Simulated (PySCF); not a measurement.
## Adding and removing an electron: CuCl

r²SCAN; Cu def2-TZVPPD, Cl def2-TZVPPD; no relativity (PySCF 2.14). Neutral (UKS): singlet (closed shell), Re = 2.053 Å, ωe = 415 cm⁻¹, De = 3.82 eV, HOMO -6.20 eV, LUMO -3.64 eV.

CuCl⁺ (UKS): doublet (π ↑), Re = 2.066 Å, ωe = 394 cm⁻¹, De = 1.98 eV to Cu⁺ (3d10) + Cl. The energies at the minima are -2100.72602 hartree for CuCl and -2100.36302 for CuCl⁺.

(1) Work out the adiabatic ionisation energy, without and with harmonic zero-point energies (1 hartree = 27.2114 eV, 1 eV = 8065.5 cm⁻¹), and the change of the bond length.

CuCl⁻ (UKS): doublet (σ ↑), Re = 2.176 Å, ωe = 301 cm⁻¹, De = 1.67 eV to Cu (3d10 4s1) + Cl⁻. The energies at the minima are -2100.72602 hartree for CuCl and -2100.78033 for CuCl⁻.

(2) Work out the adiabatic electron affinity, without and with harmonic zero-point energies (1 hartree = 27.2114 eV, 1 eV = 8065.5 cm⁻¹), and the change of the bond length.

For an ion De counts to the pair picked by the measured ionisation energies or electron affinities, which need not be the lowest pair at this level. The highest Kohn–Sham level is positive in this anion. Much of that is self-interaction error, but it also means that the finite basis helps to hold the extra electron. With d or f electrons several states lie close, and the lowest PBE0 determinant need not be the measured ground state.

## Answers

(1) At r²SCAN: 0.36300 hartree = 9.878 eV between the minima; the zero-point term (394.0 − 415.0)/2 cm⁻¹ = -0.001 eV makes it 9.876 eV. Re changes by +1.3 pm against the neutral. Minus the HOMO energy is 6.20 eV, -3.68 eV from the value between the minima; self-interaction puts the Kohn–Sham level too high, less so with exact exchange. The electron leaves a π orbital; in so polar a molecule the change of length follows mostly from the change of the ionic charges.

(2) At r²SCAN: 0.05431 hartree = 1.478 eV between the minima; the zero-point term (415.0 − 301.0)/2 cm⁻¹ = +0.007 eV makes it 1.485 eV. Re changes by +12.3 pm against the neutral. The electron enters a σ orbital; in so polar a molecule the change of length follows mostly from the change of the ionic charges.
